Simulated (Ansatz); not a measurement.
Geometry optimisation, RKS BHLYP-D4/def2-SVP (Ansatz 0.2.0).

The input (input.yaml):

```yaml
crystal:
  periodic: [false, false, false]
  atoms:
    - { symbol: O, position_ang: [1.24954, 0.4574, -0.42538] }
    - { symbol: C, position_ang: [-0.13205, 0.07414, -0.80141] }
    - { symbol: Al, position_ang: [-0.90384, -0.67957, 0.97526] }
    - { symbol: Cl, position_ang: [-2.61052, -1.61619, 1.35904] }
    - { symbol: H, position_ang: [1.47063, 1.36902, -0.69708] }
    - { symbol: H, position_ang: [1.28849, 0.36619, 0.57689] }
    - { symbol: H, position_ang: [-0.63888, 0.94124, -1.23531] }
    - { symbol: H, position_ang: [-0.02723, -0.6425, -1.62345] }
    - { symbol: H, position_ang: [0.30385, -0.26974, 1.87144] }
total_charge: 1
basis:
  gaussian: { orbitals: def2-SVP }
hamiltonian:
  xc: { name: BHLYP }
  dispersion: d4
relax:
  f_tol: 0.015
  max_steps: 40
```

Run as:

```bash
$ ansatz run input.yaml --threads 1 --pin off --max-ram 2048MiB --backend cpu --events-out ev --progress --plain --runs-dir out
```

Problem. Where does it end, and by what steps?

Solution. The run converged. Limits of this set-up: the dipole of an ion depends on the origin. After 12 steps the energy has fallen by 0.257 eV; H6 moved furthest, 0.73 Å.

```
step  energy less start (eV)  largest force component (eV/Å)  accepted
   0                  0.0000                           1.309       yes
   1                 -0.1428                           0.492       yes
   2                 -0.1816                           0.443       yes
   3                 -0.2072                           0.404       yes
   4                 -0.2253                           0.284       yes
   5                 -0.2394                           0.223       yes
   6                 -0.2469                           0.276       yes
   7                 -0.2519                           0.112       yes
   8                 -0.2516                           0.135        no
   9                 -0.2548                           0.254       yes
  10                 -0.2560                           0.112       yes
  11                 -0.2565                           0.024       yes
  12                 -0.2566                           0.015       yes
```

```xyz
9
Properties=species:S:1:pos:R:3
O 1.276 0.545 -0.479
C -0.169 0.101 -0.591
Al -0.839 -0.752 1.108
Cl -2.670 -1.657 0.864
H 1.664 0.971 -1.258
H 1.534 1.011 0.328
H -0.731 0.981 -0.912
H -0.141 -0.613 -1.415
H 0.075 -0.588 2.354
```

The run took 62 s on 1 thread of AMD EPYC 7R43 64-Core Processor (Zen 3), on a shared host, peak memory 0.18 GiB.
